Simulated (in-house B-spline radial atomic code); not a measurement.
Settings and results of a run for the praseodymium ion Pr⁶⁺ (an excited or competing configuration). Method: scalar-relativistic (X2C) TPSSh, spin-polarised, spherical fractional occupations, exact exchange averaged over the configuration, Fermi nucleus of rms radius 4.8919 fm. Calculated with a B-spline radial code for spherical atoms.

Command:
```bash
python run_scf.py task.json out
```
Settings (nuclear radius in fm, mass in u):
```
Z                59
configuration    [Kr] 4d10 5s2 5p5
hamiltonian      x2c
method           tpssh
spin_polarised   True
nucleus          fermi
rms_radius       4.8919
atomic_mass      140.90766
speed_of_light   137.035999084
exact_exchange   averaged over the configuration
```

Output (hartree, bohr):
```
 radial grid: 68 intervals, B-splines of order 8, outer radius 21.6418 bohr

 iter        energy (Eh)    residual
    1       -9228.178596    9.91e-02
    2       -9228.183576    1.63e-03
    3       -9228.183618    4.33e-04
    4       -9228.183620    1.79e-04
    5       -9228.183620    3.23e-05
    6       -9228.183620    1.33e-05
    7       -9228.183620    2.87e-07

 total energy                     -9228.18362
 kinetic                            9929.8625
 electron-nucleus                 -22348.1532
 Hartree                            3405.1423
 exact exchange                      -21.1944
 exchange-correlation               -193.8409

 orbital      occ     eigenvalue          <r>       <r^2>       <1/r>       r_max
 1s up      1.000     -1539.3367    0.0234183 0.000755317     68.7179     0.01462
 1s down    1.000     -1539.3329    0.0234183 0.000755315      68.718     0.01462
 2s up      1.000      -250.9344     0.102418   0.0124421     15.7651     0.08708
 2s down    1.000      -250.9329     0.102418    0.012442     15.7651     0.08708
 2p up      3.000      -225.0571    0.0901839  0.00994412      14.208     0.06987
 2p down    3.000      -225.0540    0.0901843  0.00994418     14.2079     0.06987
 3s up      1.000       -57.1895     0.271722    0.084496     5.63051       0.249
 3s down    1.000       -57.1869     0.271719   0.0844933     5.63041       0.249
 3p up      3.000       -48.9285     0.269854   0.0844989     5.18069      0.2437
 3p down    3.000       -48.9250     0.269854   0.0844978     5.18058      0.2437
 3d up      5.000       -37.1979      0.24758   0.0722031     4.87316      0.2007
 3d down    5.000       -37.1947     0.247575   0.0721991     4.87321      0.2007
 4s up      1.000       -14.1670     0.617166    0.429345     2.33172       0.577
 4s down    1.000       -14.1603     0.617261    0.429432     2.33094      0.5772
 4p up      3.000       -11.4191     0.650627    0.480605     2.12586      0.6007
 4p down    3.000       -11.4123     0.650725    0.480682      2.1251      0.6009
 4d up      5.000        -7.4309     0.708207     0.57947     1.86717      0.6282
 4d down    5.000        -7.4233     0.707543    0.578134     1.86828      0.6283
 5s up      1.000        -4.1992      1.37337     2.10056    0.978744       1.284
 5s down    1.000        -4.1478      1.37238     2.09906    0.981025       1.282
 5p up      3.000        -3.3971       1.5126     2.55473    0.871914       1.403
 5p down    2.000        -3.3528      1.51484     2.56428    0.871634       1.404
```

Run time, properties included: 0.26 s on 1 thread of Arm Neoverse V2, on a shared host.

One-electron X2C: radii and densities carry no picture-change correction, so inner-shell <1/r> comes out high (for 1s by about 2 % at Z = 33, 5 % at 54, 10 % at 75, 30 % at 118) and <r> low.
